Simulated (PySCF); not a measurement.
[Ho(H2O)2]3+ at several levels of theory

Computed with PySCF 2.14.0 (density fitting, no spin-orbit coupling) at the geometry relaxed with PBE0:

```xyz
7
[Ho(H2O)2]3+ (singlet in the valence; each metal's 4f electrons, 10 of them, lie in its core potential, out of spins and levels)
Ho   -0.8712   -0.7204   -0.0238
O     0.1168    0.0493    1.7762
H     0.8884    0.6723    1.8452
H    -0.0999   -0.1396    2.7291
O     0.1779    0.1031   -1.7709
H     0.9520   -0.2755   -2.2684
H    -0.0315    0.9272   -2.2874
```

| level | basis | state | HOMO (eV) | gap (eV) | charge on Ho1 (e) | population of f-type functions on Ho1 (polarisation alone where 4f lies in the core) | dipole about the centre of mass (D) | largest force component (eV/Å) |
| --- | --- | --- | --- | --- | --- | --- | --- | --- |
| PBE0 | Ho lcecp-1-SVP with ECP56, O def2-SVP, H def2-SVP | singlet | -26.81 | 8.06 | 2.21 | 0.03 | 3.38 | 0.01 |
| B3LYP | the same | singlet | -26.50 | 7.33 | 2.18 | 0.03 | 3.44 | 0.16 |
| r2SCAN | the same | singlet | -25.40 | 6.27 | 2.20 | 0.03 | 3.44 | 0.12 |

In the lcecp rows the 4f levels are missing from HOMO and gap, and the state counts the valence alone.

Charges are Mulliken's, which hang on the basis. The relaxation used the grid (50, 194), these runs (75, 302) or, all-electron (x2c bases, spin-free X2C Hamiltonian), (99, 590).

Task: What does PBE0 with Ho lcecp-1-TZVP with ECP56, O def2-TZVP, H def2-TZVP give here?

Result: state singlet, HOMO (eV) -26.78, gap (eV) 8.11, charge on Ho1 (e) 2.38, population of f-type functions on Ho1 (polarisation alone where 4f lies in the core) 0.04, dipole about the centre of mass (D) 3.42, largest force component (eV/Å) 0.28. Time: 8.1 s on 2 threads of Arm Neoverse V1 (shared host), from free ions and atoms.

In the first row's basis the gap widens with exact exchange: 6.3 eV for r2SCAN (none); 7.3 to 8.1 eV for B3LYP, PBE0 (a fixed share).

A frequency check found unstable modes (1, the lowest at -14 cm⁻¹), so the relaxed geometry is a saddle point, or these are noise. An lcecp potential fixes the number of 4f electrons, so in runs with it no electron can move into or out of that shell.
